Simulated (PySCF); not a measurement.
**Ru³⁷⁺: ionisation energy**

Ru³⁷⁺ [He] 2s2 2p3 (4S) → Ru³⁸⁺ [He] 2s2 2p2 (3P), as a difference of total energies. All numbers are calculated (PySCF 2.14, the spin-free X2C one-electron Hamiltonian (Gaussian nucleus), in an uncontracted even-tempered set (19 s from 15 bohr⁻², ratio 2.2; 12 p from 19 bohr⁻², ratio 2.2; 6 d from 75 bohr⁻², ratio 2.4; 5 f from 110 bohr⁻², ratio 2.4; 4 g from 170 bohr⁻², ratio 2.4)). Correlated levels: nothing frozen; virtual orbitals above 40 to 60 times the deepest correlated orbital energy dropped. The calculations carry no spin-orbit coupling.

| method | ionisation energy (eV) |
| --- | --- |
| UHF | 5396.4 |
| LDA | 5392.6 |
| PBE | 5393.3 |
| PBE0 | 5394.4 |
| r2SCAN | 5397.0 |
| r2SCAN0 | 5397.2 |
| M06-L | 5396.9 |
| MP2 (all electrons) | 5396.3 |
| SCS-MP2 (all electrons) | 5395.7 |

Spin-orbit coupling is strong in these open shells (close to jj coupling). The scalar numbers leave it out and a first-order estimate fails, so it can dominate the gap to the real levels.

For this ion Breit and QED terms and the two-electron picture change, all absent here, outweigh the differences among the correlated methods.

For comparison: 5330 ± 40 eV (semi-empirical (NIST evaluation); NIST Atomic Spectra Database, ionization energies).
